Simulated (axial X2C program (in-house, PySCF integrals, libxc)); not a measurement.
# MgHf along the bond: PBE0, non-relativistic

Calculated with an in-house relativistic program for diatomic molecules. The Hamiltonian is the X2C one with the speed of light multiplied by 100, which is the non-relativistic limit. Basis: Hf dyall-v3z [12s11p8d6f2g], Mg dyall-v3z [9s8p5d3f] (cores contracted in-house); Gaussian nuclei, density fitting, unrestricted open shells. Masses: Hf 179.947 u, Mg 23.985 u.

State: M_S = 2, Λ = 2 (beyond evenly filled blocks: σα, π+α, π-α, δ+α). Dipoles are positive if Mg is the positive end.

Results along the bond:

| R (Å) | μ (D) | HOMO (eV) | LUMO (eV) | ⟨S²⟩ |
| --- | --- | --- | --- | --- |
| 2.614 | 0.202 | -4.03 | -1.96 | 6.010 |
| 2.735 | 0.190 | -4.06 | -1.91 | 6.004 |
| 2.825 | 0.158 | -4.09 | -1.87 | 6.004 |
| 2.915 | 0.130 | -4.10 | -1.83 | 6.004 |
| 3.005 | 0.112 | -4.08 | -1.80 | 6.005 |
| 3.110 | 0.101 | -4.06 | -1.77 | 6.006 |
| 3.215 | 0.101 | -4.04 | -1.76 | 6.007 |
| 3.351 | 0.113 | -4.01 | -1.78 | 6.008 |
| 3.516 | 0.131 | -3.98 | -1.79 | 6.008 |
| 3.756 | 0.156 | -3.96 | -1.80 | 6.008 |

The state is a single determinant with fixed occupations, the lowest that a limited PBE0 search found. PBE0 can misorder states that lie within some tenths of an eV, so this need not be the ground state of the molecule. The nearest other spin-free determinant of the search, M_S = 2, Λ = 3, lies 0.20 eV up at the distance of the search. The functionals have no current-density term, which raises determinants with orbital currents, atoms included.
